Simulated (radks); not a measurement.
Numerical settings for the promethium ion Pm3+, [Xe] 4f4. Calculated with a radial shooting solver on a logarithmic mesh with Libxc functionals: scalar-relativistic Kohn-Sham, PBEsol, spin-polarised, spherical densities, point nucleus; open shells are filled with parallel spins first (spin-orbit coupling, left out, can overturn this in heavy ions). The defaults (mesh step 0.008 in ln r, mesh end at 40 bohr or more with all orbitals vanishing there, Anderson mixing 0.5 over 9 steps, residual threshold near 1e-9 with the energy settled to 1e-9 hartree or 1e-11 of itself, here a cap of 82 iterations) give E = -10015.6089 hartree and 4f at -32.870 eV in 15 iterations. Run on one thread of a shared host, so times are rough (Arm Neoverse N1): 0.34 s of CPU time, 0.34 s wall, 15 iterations on 2501 mesh points. Changes against that run (0 stands for a change within the tolerance of the run):

[
 {"setting": "mesh step in ln r 0.03", "iterations": "15", "converged": "yes", "E (mhartree)": "+0.00131", "e(4f) (meV)": "0", "CPU (s)": "0.11"},
 {"setting": "mesh step in ln r 0.05", "iterations": "15", "converged": "yes", "E (mhartree)": "-0.0223", "e(4f) (meV)": "-0.0516", "CPU (s)": "0.08"},
 {"setting": "mesh step in ln r 0.08", "iterations": "2", "converged": "no", "E (mhartree)": "diverged", "e(4f) (meV)": "-", "CPU (s)": "0.07"},
 {"setting": "mesh end (bohr) 8", "iterations": "15", "converged": "yes", "E (mhartree)": "0", "e(4f) (meV)": "+0.0171", "CPU (s)": "0.33"},
 {"setting": "mesh end (bohr) 1", "iterations": "13", "converged": "level above zero", "E (mhartree)": "+2.39e+05", "e(4f) (meV)": "+3.29e+05", "CPU (s)": "0.23"},
 {"setting": "residual threshold 0.1", "iterations": "8", "converged": "yes", "E (mhartree)": "+0.00353", "e(4f) (meV)": "+0.0656", "CPU (s)": "0.23"},
 {"setting": "residual threshold 1e-05", "iterations": "10", "converged": "yes", "E (mhartree)": "0", "e(4f) (meV)": "+0.0715", "CPU (s)": "0.26"},
 {"setting": "mixing 1", "iterations": "11", "converged": "yes", "E (mhartree)": "0", "e(4f) (meV)": "0", "CPU (s)": "0.28"},
 {"setting": "linear mixing, mixing 0.5", "iterations": "30", "converged": "yes", "E (mhartree)": "0", "e(4f) (meV)": "0", "CPU (s)": "0.57"},
 {"setting": "linear mixing, mixing 0.2", "iterations": "82", "converged": "no", "E (mhartree)": "0", "e(4f) (meV)": "0", "CPU (s)": "1.4"},
 {"setting": "mixing history 20", "iterations": "17", "converged": "yes", "E (mhartree)": "0", "e(4f) (meV)": "0", "CPU (s)": "0.38"},
 {"setting": "iteration cap 5", "iterations": "5", "converged": "no", "E (mhartree)": "+3.6", "e(4f) (meV)": "-397", "CPU (s)": "0.14"}
]

Settled on a wrong energy, with an occupied level pushed above zero by the early mesh end: mesh end (bohr) 1 (+239 hartree). Apart from these: no run marked as converged misses the energy by more than 1 mhartree. A mesh that ends early acts as a hard wall.
